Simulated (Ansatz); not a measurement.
Geometry optimisation, Ansatz, RKS PBE0-D4/def2-SVP.

Input:

```yaml
crystal:
  periodic: [false, false, false]
  atoms:
    - { symbol: O, position_ang: [1.09774, -2.21097, 0.96011] }
    - { symbol: C, position_ang: [0.75866, -1.24472, 0.5426] }
    - { symbol: Si, position_ang: [0.01982, 0.64991, 0.11001] }
    - { symbol: O, position_ang: [-1.20056, 0.34963, -0.84045] }
    - { symbol: H, position_ang: [1.2395, 1.21064, -0.43397] }
    - { symbol: H, position_ang: [-0.5066, 0.88792, 1.43758] }
    - { symbol: H, position_ang: [-1.40857, 0.35758, -1.77588] }
total_charge: 1
basis:
  gaussian: { orbitals: def2-SVP }
hamiltonian:
  xc: pbe0
  dispersion: d4
relax:
  f_tol: 0.02
  max_steps: 50
```

Command:

```bash
$ ansatz run input.yaml --threads 1 --pin off --max-ram 2048MiB --backend cpu --events-out ev --progress --plain --runs-dir out
```

Question: Where does it end, and by what steps?

Answer: The run converged. After 7 steps the energy has fallen by 0.104 eV; H7 moved furthest, 0.17 Å.

```tsv
step	energy less start (eV)	largest force component (eV/Å)	accepted
0	0.0000	1.156	yes
1	-0.0631	0.509	yes
2	-0.0805	0.532	yes
3	-0.0887	0.341	yes
4	-0.0988	0.275	yes
5	-0.1039	0.064	yes
6	-0.1039	0.022	yes
7	-0.1040	0.017	yes
```

```xyz
7
Properties=species:S:1:pos:R:3
O 1.070 -2.257 0.815
C 0.717 -1.224 0.588
Si -0.026 0.659 0.141
O -1.261 0.284 -0.823
H 1.205 1.235 -0.438
H -0.444 1.019 1.505
H -1.262 0.283 -1.789
```

Whether the end is a true minimum wasn't checked by a vibrational analysis.

Run time: 47 s on 1 thread of Intel(R) Xeon(R) Processor @ 2.50GHz (Skylake/Cascade Lake), with other jobs on the host, peak memory 0.15 GiB.
